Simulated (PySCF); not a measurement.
Input for PySCF: D3(BJ) and D4 dispersion corrections on HNbO (SMILES [OH][Nb]), 2S+1 = 3, a spin state set in the input, which need not be the lowest.

```python
from pyscf import gto
from pyscf.dispersion import dftd3, dftd4

mol = gto.M(
    atom='''
    Nb   -0.97437617   -0.78753549   -0.88084163
    O     0.22718512    0.04771822    0.21929943
    H     0.71402234    0.78718887    0.59122257
    ''',
    basis='def2-svp',
    charge=0, spin=2, verbose=0, max_memory=1800)
d3, d4 = {}, {}
for xc in ['hf', 'pbe', 'blyp', 'revpbe', 'tpss', 'r2scan', 'b3lyp', 'pbe0', 'bhlyp', 'camb3lyp', 'b2plyp']:
    d3[xc] = float(dftd3.DFTD3Dispersion(mol, xc=xc, version='d3bj', atm=False).get_dispersion()['energy'])
    print(f'D3(BJ) {xc:10s} {d3[xc]:14.8f} Eh')
for xc in ['hf', 'pbe', 'blyp', 'revpbe', 'tpss', 'r2scan', 'b3lyp', 'pbe0', 'bhlyp', 'camb3lyp', 'b2plyp']:
    d4[xc] = float(dftd4.DFTD4Dispersion(mol, xc={'camb3lyp': 'cam-b3lyp'}.get(xc, xc), atm=True).get_dispersion()['energy'])
    print(f'D4     {xc:10s} {d4[xc]:14.8f} Eh')
```

Output:

```
D3(BJ) hf            -0.01343657 Eh
D3(BJ) pbe           -0.00134696 Eh
D3(BJ) blyp          -0.00320774 Eh
D3(BJ) revpbe        -0.00332054 Eh
D3(BJ) tpss          -0.00176372 Eh
D3(BJ) r2scan        -0.00033497 Eh
D3(BJ) b3lyp         -0.00267391 Eh
D3(BJ) pbe0          -0.00121662 Eh
D3(BJ) bhlyp         -0.00234401 Eh
D3(BJ) camb3lyp      -0.00120603 Eh
D3(BJ) b2plyp        -0.00136196 Eh
D4     hf            -0.00793949 Eh
D4     pbe           -0.00216012 Eh
D4     blyp          -0.00483098 Eh
D4     revpbe        -0.00606430 Eh
D4     tpss          -0.00290230 Eh
D4     r2scan        -0.00042446 Eh
D4     b3lyp         -0.00361053 Eh
D4     pbe0          -0.00179042 Eh
D4     bhlyp         -0.00314164 Eh
D4     camb3lyp      -0.00184202 Eh
D4     b2plyp        -0.00146075 Eh
```

The run finished.

Cost: very roughly 0.020 core-seconds.
